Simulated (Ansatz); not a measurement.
Species: H$_{3}$GaO$_{3}$, SMILES `[OH][Ga]([OH])[OH]` with one electron removed (charge 1, multiplicity 2), formula H$_{3}$GaO$_{3}$.

Q: How many basis functions does frozen-core CCSD(T)/cc-pVTZ // B3LYP-D3(BJ)/def2-TZVP (Ansatz, a program for electronic structure) use, how many core orbitals are frozen, and how many electrons are correlated?

A: 175 basis functions and 12 frozen orbitals, which leaves 33 correlated electrons (filled d shells below the valence shell are correlated). Core time is of the order of hours.
